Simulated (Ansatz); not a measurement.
The molecule ZnO, closed-shell singlet (the spin of the measured ground state). No spin–orbit coupling. Zn is treated without relativity.

D_e counts from the fitted minimum to each atom's lowest state at the same level, without counterpoise. The singlet is restricted.

Correlated levels freeze the inner cores; with def2 sets outer-core shells near the valence are correlated too. CBS: X⁻³ extrapolation of the correlation energy, Hartree–Fock from the larger set.

Programs: Ansatz (Gaussian orbitals). Each number belongs to the level named beside it.

```csv
level,bond energy D_e (kcal/mol)
PBE/def2-TZVPP,44.37
B3LYP/def2-TZVPP,27.87
PBE0/def2-TZVPP,27.27
BHLYP/def2-TZVPP,7.76
wB97M-V/def2-TZVPP,26.72
CCSD/def2-TZVPP,21.03
CCSD(T)/def2-TZVPP,31.35
CCSD(T)/def2-QZVPP,___
"CCSD(T)/CBS(def2-TZVPP, def2-QZVPP)",___
```

**Question.** Complete the blanks.

**Answer.** 
- CCSD(T)/def2-QZVPP, bond energy D_e (kcal/mol): 36.38
- CCSD(T)/CBS(def2-TZVPP, def2-QZVPP), bond energy D_e (kcal/mol): 38.13

Doubts at one or more of the structures used: a restricted determinant that unrestricted orbitals would lower (CCSD/def2-TZVPP, CCSD(T)/def2-TZVPP, CCSD(T)/def2-QZVPP, CCSD(T)/CBS(def2-TZVPP, def2-QZVPP)).

Ansatz is an electronic-structure program.
